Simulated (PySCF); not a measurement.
## Core binding energy against partial charge

1-ethylpyrrole, C₆H₉N.
Z-matrix (Å and degrees, PBE0-D3(BJ)/def2-SVP geometry), rows numbered from 1:
```
C 
C   1  1.5202
N   2  1.4454  1  113.23
C   3  1.3687  2  125.30  1   -87.01
C   4  1.3794  3  108.37  2   174.89
C   5  1.4208  4  107.06  3    -0.34
C   3  1.3686  2  125.31  1    86.43
H   1  1.1004  2  110.60  3  -179.98
H   1  1.1000  2  110.87  3   -59.87
H   1  1.1000  2  110.87  3    59.91
H   2  1.1009  1  110.53  3   121.21
H   2  1.1009  1  110.55  3  -121.23
H   4  1.0884  3  120.75  2    -5.56
H   5  1.0882  4  125.89  3   178.89
H   6  1.0882  5  127.05  4   179.20
H   7  1.0884  3  120.75  2     5.57
```

Binding energies: PySCF 2.14.0, delta-SCF UKS SCAN, pcX-2 on the ionised atom, pcseg-1 elsewhere, spin-free X2C. Charges: PBE0/pcSseg-1 ground-state density, for the ionised atom.

```json
{"atom": "C5", "environment": "aromatic CH carbon", "C 1s (eV)": "289.55", "Mulliken (e)": "-0.182", "IAO (e)": "-0.222", "Hirshfeld (e)": "-0.105", "ESP (e)": "-0.204"}
{"atom": "C4", "environment": "aromatic CH next to a ring nitrogen", "C 1s (eV)": "290.35", "Mulliken (e)": "+0.143", "IAO (e)": "-0.128", "Hirshfeld (e)": "-0.042", "ESP (e)": "-0.287"}
{"atom": "C1", "environment": "methyl carbon", "C 1s (eV)": "290.87", "Mulliken (e)": "-0.279", "IAO (e)": "-0.417", "Hirshfeld (e)": "-0.117", "ESP (e)": "-0.204"}
{"atom": "C2", "environment": "sp3 carbon bound to nitrogen", "C 1s (eV)": "292.04", "Mulliken (e)": "-0.031", "IAO (e)": "-0.144", "Hirshfeld (e)": "-0.005", "ESP (e)": "+0.190"}
```

Task: How well does each charge scheme correlate with the binding energies over these sites?

Result: ESP: r = 0.83, slope 4.0 eV per e; Hirshfeld: r = 0.66, slope 13.1 eV per e; Mulliken: r = 0.12, slope 0.7 eV per e; IAO: r = 0.09, slope 0.7 eV per e. ESP charges have the highest r, on only 4 points.

Task: The point-charge model writes a binding energy as kq + V + constant, with V the potential of the other atoms' charges at the site. What does it give with the IAO charges?

Result: V = Σ 14.40 eV Å × q/r over all other atoms: +0.16 eV at C5, -0.47 eV at C4, +5.36 eV at C1, +1.35 eV at C2. Fitting binding energy − V to q gives k = 18.6 eV per e and leaves an rms residual of 0.12 eV, against 0.90 eV for the fit on q alone. The model has no term for differences in relaxation between sites.

Geometry: PBE0-D3(BJ)/def2-SVP, one conformer, isolated molecule.
